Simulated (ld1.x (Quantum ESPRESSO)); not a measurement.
LDA (PZ) TM semilocal dataset for gallium, scalar-relativistic all-electron reference.

Input for ld1.x (Quantum ESPRESSO) 7.5:

```
&input
   title='Ga', zed=31., rel=1, dft='PZ', iswitch=3,
   config='[Ar] 3d10 4s2 4p1',
   nld=3, rlderiv=2.50, eminld=-3.0, emaxld=5.0, deld=0.02
 /
 &inputp
   pseudotype=1, tm=.true., lloc=1,
   nlcc=.false.,
   file_pseudopw='Ga.pp', file_wfcaegen='ae.wfc', file_wfcncgen='nc.wfc'
 /
3
4S  1  0   2.00   0.00  1.45  1.45  0.0
3D  3  2  10.00   0.00  0.75  0.75  0.0
4P  2  1   1.00   0.00  2.30  2.30  0.0
 &test
   configts(1)='3d10 4s2 4p1'
 /
```

Command:

```bash
ld1.x < Ga.in > Ga.out
```

The program printed (shortened: banner, matrices, multipoles, cross overlaps and the repeated all-electron block are left out):

```
Program LD1 v.7.5
     --------------------------- All-electron run ----------------------------

     Ga
     scalar relativistic calculation

     atomic number is 31.00
     dft =PZ   lsd =0 sic =0 latt =0  beta=0.20 tr2=1.0E-14
     Exchange-correlation= PZ
                           (   1   1   0   0   0   0   0)
     mesh =1205 r(mesh) = 101.09016 a.u. xmin = -7.00 dx = 0.01250
     1 Ry =  13.60569312 eV, c = 137.03599908

     n l     nl                  e(Ry)          e(Ha)          e(eV)
     1 0     1S 1( 2.00)      -750.4721      -375.2360    -10210.6928
     2 0     2S 1( 2.00)       -92.6130       -46.3065     -1260.0647
     2 1     2P 1( 6.00)       -80.7173       -40.3586     -1098.2145
     3 0     3S 1( 2.00)       -10.8359        -5.4179      -147.4293
     3 1     3P 1( 6.00)        -7.2509        -3.6254       -98.6531
     3 2     3D 1(10.00)        -1.4259        -0.7130       -19.4009
     4 0     4S 1( 2.00)        -0.6743        -0.3372        -9.1745
     4 1     4P 1( 1.00)        -0.2012        -0.1006        -2.7381

     final scf error:  3.7E-15 reached in  29 iterations

     Etot =   -3882.236433 Ry,   -1941.118217 Ha,  -52820.517539 eV

     Ekin =    3946.721748 Ry,    1973.360874 Ha,   53697.884950 eV
     Encl =   -9361.643666 Ry,   -4680.821833 Ha, -127371.650844 eV
     Eh   =    1677.889087 Ry,     838.944544 Ha,   22828.844013 eV
     Exc  =    -145.203603 Ry,     -72.601801 Ha,   -1975.595657 eV

     normalization and overlap integrals

     s(1S/1S) =  1.000000  <r> =   0.0487  <r2> =    0.0032  r(max) =   0.0319
     s(2S/2S) =  1.000000  <r> =   0.2182  <r2> =    0.0562  r(max) =   0.1833
     s(2P/2P) =  1.000000  <r> =   0.1909  <r2> =    0.0447  r(max) =   0.1464
     s(3S/3S) =  1.000000  <r> =   0.6531  <r2> =    0.4929  r(max) =   0.5647
     s(3P/3P) =  1.000000  <r> =   0.6799  <r2> =    0.5459  r(max) =   0.5647
     s(3D/3D) =  1.000000  <r> =   0.8112  <r2> =    0.8646  r(max) =   0.5305
     s(4S/4S) =  1.000000  <r> =   2.3304  <r2> =    6.3255  r(max) =   1.8748
     s(4P/4P) =  1.000000  <r> =   3.3736  <r2> =   13.7367  r(max) =   2.5307

     ------------------------ End of All-electron run ------------------------

     --------------------- Generating NC pseudopotential ---------------------

      Generating local pot.: lloc=1, matching radius rcloc =   2.3000

      Wfc   4S  rcut= 1.442  Using Troullier-Martins method

      Wfc   3D  rcut= 0.753  Using Troullier-Martins method

     ------------------- End of pseudopotential generation -------------------

     Computing logarithmic derivative in   2.51502
     Computing logarithmic derivative in   2.51502
     Computing the partial wave expansion
     R is outside the sphere for l=    0 j= 0.00
       no projector for channel:   1
     R is outside the sphere for l=    2 j= 0.00

     ---------------------- Testing the pseudopotential ----------------------

     Ga
     scalar relativistic calculation

     atomic number is 31.00   valence charge is 13.00
     dft =PZ   lsd =0 sic =0 latt =0  beta=0.20 tr2=1.0E-14
     mesh =1205 r(mesh) = 101.09016 xmin = -7.00 dx = 0.01250

     n l     nl             e AE (Ry)        e PS (Ry)    De AE-PS (Ry)
     3 2     3D   1(10.00)       -1.42594       -1.42591       -0.00003
     1 0     4S   1( 2.00)       -0.67431       -0.67431       -0.00000
     2 1     4P   1( 1.00)       -0.20125       -0.20125       -0.00000

     eps = 1.4E-15  iter = 10

     Etot =   -3882.236433 Ry,   -1941.118217 Ha,  -52820.517539 eV
     Etotps =  -153.948944 Ry,     -76.974472 Ha,   -2094.582088 eV

     Ekin =     241.525280 Ry,     120.762640 Ha,    3286.118839 eV
     Encl =    -273.665413 Ry,    -136.832707 Ha,   -3723.407633 eV
     Ehrt =     144.503716 Ry,      72.251858 Ha,    1966.073214 eV
     Ecxc =     -20.180376 Ry,     -10.090188 Ha,    -274.568008 eV
     Epseu=    -246.132150 Ry,    -123.066075 Ha,   -3348.798500 eV

     ---------------------- End of pseudopotential test ----------------------
```

Generation and configuration tests took about 4.8 s on one core of a shared server CPU.

Transferability test of the new file with ld1.x, input:

```
&input
   title='Ga', zed=31., rel=1, dft='PZ', iswitch=2,
   config='[Ar] 3d10 4s2 4p1'
 /
 &test
   file_pseudo='Ga.pp', nconf=10,
   configts(1)='3d10 4s2 4p1',
   configts(2)='3d10 4s2 4p0',
   configts(3)='3d10 4s1 4p0',
   configts(4)='3d10 4s0 4p0',
   configts(5)='3d10 4s1 4p2',
   configts(6)='3d10 4s1 4p1',
   configts(7)='3d10 4s2 4p1.3',
   configts(8)='3d9 4s2 4p2',
   configts(9)='3d10 4s2 4p1', lsdts(9)=1,
   configts(10)='3d10 4s1 4p0', lsdts(10)=1
 /
```

```bash
ld1.x < Ga.test.in > Ga.test.out
```

Pseudopotential blocks of its output, shortened (energy terms left out):

```
     ---------------------- Testing the pseudopotential ----------------------

     n l     nl             e AE (Ry)        e PS (Ry)    De AE-PS (Ry)
     3 2     3D   1(10.00)       -1.42594       -1.42591       -0.00003
     1 0     4S   1( 2.00)       -0.67431       -0.67431       -0.00000
     2 1     4P   1( 1.00)       -0.20125       -0.20125        0.00000

     eps = 6.0E-15  iter = 24

     Etot =   -3882.236433 Ry,   -1941.118217 Ha,  -52820.517539 eV
     Etotps =  -153.948946 Ry,     -76.974473 Ha,   -2094.582118 eV

     ---------------------- End of pseudopotential test ----------------------

          ---------------------- Testing the pseudopotential ----------------------

     n l     nl             e AE (Ry)        e PS (Ry)    De AE-PS (Ry)
     3 2     3D   1(10.00)       -2.03975       -2.03569       -0.00406
     1 0     4S   1( 2.00)       -1.22440       -1.22434       -0.00006
     2 1     4P   1( 0.00)       -0.68392       -0.68402        0.00010

     eps = 3.3E-15  iter = 23

     Etot =   -3881.803644 Ry,   -1940.901822 Ha,  -52814.629149 eV
     Etotps =  -153.516082 Ry,     -76.758041 Ha,   -2088.692707 eV
     dEtot_ae =       0.432789 Ry
     dEtot_ps =       0.432864 Ry,   Delta E=      -0.000075 Ry

     ---------------------- End of pseudopotential test ----------------------

          ---------------------- Testing the pseudopotential ----------------------

     n l     nl             e AE (Ry)        e PS (Ry)    De AE-PS (Ry)
     3 2     3D   1(10.00)       -2.92056       -2.90928       -0.01128  !
     1 0     4S   1( 1.00)       -1.94604       -1.94549       -0.00054
     2 1     4P   1( 0.00)       -1.32582       -1.32622        0.00040

     eps = 9.7E-15  iter = 19

     Etot =   -3880.223214 Ry,   -1940.111607 Ha,  -52793.126303 eV
     Etotps =  -151.935785 Ry,     -75.967892 Ha,   -2067.191660 eV
     dEtot_ae =       2.013219 Ry
     dEtot_ps =       2.013162 Ry,   Delta E=       0.000057 Ry

     ---------------------- End of pseudopotential test ----------------------

          ---------------------- Testing the pseudopotential ----------------------

     n l     nl             e AE (Ry)        e PS (Ry)    De AE-PS (Ry)
     3 2     3D   1(10.00)       -3.88394       -3.86435       -0.01960  !
     1 0     4S   1( 0.00)       -2.69787       -2.69686       -0.00101
     2 1     4P   1( 0.00)       -1.99720       -1.99887        0.00167

     eps = 1.1E-16  iter = 12

     Etot =   -3877.900648 Ry,   -1938.950324 Ha,  -52761.526175 eV
     Etotps =  -149.613782 Ry,     -74.806891 Ha,   -2035.599202 eV
     dEtot_ae =       4.335785 Ry
     dEtot_ps =       4.335164 Ry,   Delta E=       0.000621 Ry

     ---------------------- End of pseudopotential test ----------------------

          ---------------------- Testing the pseudopotential ----------------------

     n l     nl             e AE (Ry)        e PS (Ry)    De AE-PS (Ry)
     3 2     3D   1(10.00)       -1.56301       -1.56246       -0.00056
     1 0     4S   1( 1.00)       -0.75559       -0.75526       -0.00033
     2 1     4P   1( 2.00)       -0.25722       -0.25711       -0.00011

     eps = 3.2E-15  iter = 23

     Etot =   -3881.750424 Ry,   -1940.875212 Ha,  -52813.905050 eV
     Etotps =  -153.463000 Ry,     -76.731500 Ha,   -2087.970480 eV
     dEtot_ae =       0.486009 Ry
     dEtot_ps =       0.485946 Ry,   Delta E=       0.000063 Ry

     ---------------------- End of pseudopotential test ----------------------

          ---------------------- Testing the pseudopotential ----------------------

     n l     nl             e AE (Ry)        e PS (Ry)    De AE-PS (Ry)
     3 2     3D   1(10.00)       -2.17235       -2.16793       -0.00442
     1 0     4S   1( 1.00)       -1.30483       -1.30421       -0.00063
     2 1     4P   1( 1.00)       -0.74971       -0.74952       -0.00019

     eps = 3.5E-15  iter = 21

     Etot =   -3881.256099 Ry,   -1940.628050 Ha,  -52807.179421 eV
     Etotps =  -152.968795 Ry,     -76.484398 Ha,   -2081.246487 eV
     dEtot_ae =       0.980334 Ry
     dEtot_ps =       0.980151 Ry,   Delta E=       0.000183 Ry

     ---------------------- End of pseudopotential test ----------------------

          ---------------------- Testing the pseudopotential ----------------------

     n l     nl             e AE (Ry)        e PS (Ry)    De AE-PS (Ry)
     3 2     3D   1(10.00)       -1.28283       -1.28332        0.00049
     1 0     4S   1( 2.00)       -0.54028       -0.54031        0.00003
     2 1     4P   1( 1.30)       -0.08481       -0.08482        0.00001

     eps = 4.9E-15  iter = 24

     Etot =   -3882.278890 Ry,   -1941.139445 Ha,  -52821.095197 eV
     Etotps =  -153.991405 Ry,     -76.995702 Ha,   -2095.159798 eV
     dEtot_ae =      -0.042457 Ry
     dEtot_ps =      -0.042459 Ry,   Delta E=       0.000002 Ry

     ---------------------- End of pseudopotential test ----------------------

          ---------------------- Testing the pseudopotential ----------------------

     n l     nl             e AE (Ry)        e PS (Ry)    De AE-PS (Ry)
     3 2     3D   1( 9.00)       -2.08041       -2.11736        0.03695  !
     1 0     4S   1( 2.00)       -0.84953       -0.84793       -0.00161
     2 1     4P   1( 2.00)       -0.29674       -0.29368       -0.00307

     eps = 6.4E-15  iter = 21

     Etot =   -3880.736889 Ry,   -1940.368444 Ha,  -52800.115199 eV
     Etotps =  -152.431192 Ry,     -76.215596 Ha,   -2073.932022 eV
     dEtot_ae =       1.499544 Ry
     dEtot_ps =       1.517754 Ry,   Delta E=      -0.018210 Ry

     ---------------------- End of pseudopotential test ----------------------

          ---------------------- Testing the pseudopotential ----------------------

     n l     nl             e AE (Ry)        e PS (Ry)    De AE-PS (Ry)
     3 2     3D   1( 5.00)       -1.42382       -1.42325       -0.00057
     1 0     4S   1( 1.00)       -0.68927       -0.68959        0.00033
     2 1     4P   1( 1.00)       -0.21672       -0.21684        0.00011
     3 2     3D   2( 5.00)       -1.41908       -1.41943        0.00035
     1 0     4S   2( 1.00)       -0.65009       -0.64955       -0.00054
     2 1     4P   2( 0.00)       -0.17653       -0.17628       -0.00026

     eps = 3.1E-15  iter = 24

     Etot =   -3882.246271 Ry,   -1941.123136 Ha,  -52820.651397 eV
     Etotps =  -153.958878 Ry,     -76.979439 Ha,   -2094.717250 eV
     dEtot_ae =      -0.009838 Ry
     dEtot_ps =      -0.009932 Ry,   Delta E=       0.000094 Ry

     ---------------------- End of pseudopotential test ----------------------

          ---------------------- Testing the pseudopotential ----------------------

     n l     nl             e AE (Ry)        e PS (Ry)    De AE-PS (Ry)
     3 2     3D   1( 5.00)       -2.92507       -2.91383       -0.01124  !
     1 0     4S   1( 1.00)       -1.98413       -1.98491        0.00078
     2 1     4P   1( 0.00)       -1.36083       -1.36222        0.00138
     3 2     3D   2( 5.00)       -2.90842       -2.89659       -0.01183  !
     1 0     4S   2( 0.00)       -1.88949       -1.88689       -0.00260
     2 1     4P   2( 0.00)       -1.27086       -1.26981       -0.00105

     eps = 1.3E-15  iter = 17

     Etot =   -3880.245818 Ry,   -1940.122909 Ha,  -52793.433843 eV
     Etotps =  -151.959210 Ry,     -75.979605 Ha,   -2067.510380 eV
     dEtot_ae =       1.990615 Ry
     dEtot_ps =       1.989736 Ry,   Delta E=       0.000879 Ry

     ---------------------- End of pseudopotential test ----------------------
```
